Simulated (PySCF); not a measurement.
Job for PySCF: R-BP86/6-31G* on BH3O2 (SMILES OBO), a point of a torsion scan.

```python
from pyscf import gto, scf, dft, mp
from pyscf.data.elements import chemcore

mol = gto.M(
    atom='''
    O    -1.24497410   -0.30135159   -0.37891020
    B    -0.19134050    0.53062514   -0.37570427
    O     0.05632350    1.28677600    0.72163613
    H    -1.50014851   -0.64263479    0.47854842
    H     0.37806925    0.67901077   -1.39616530
    H     0.77992891    1.90651805    0.66443673
    ''',
    basis='6-31g*',
    cart=True,
    charge=0, spin=0, verbose=3, max_memory=1800)
mf = dft.RKS(mol, xc='b88,p86')
mf.conv_tol = 1e-8
mf.max_cycle = 100
mf.kernel()
if not mf.converged:
    mf = mf.newton().run(mf.mo_coeff, mf.mo_occ)
```

Output:

```
converged SCF energy = -177.177526384934
```

The run converged.

Cost: around 20 core-seconds (rough).
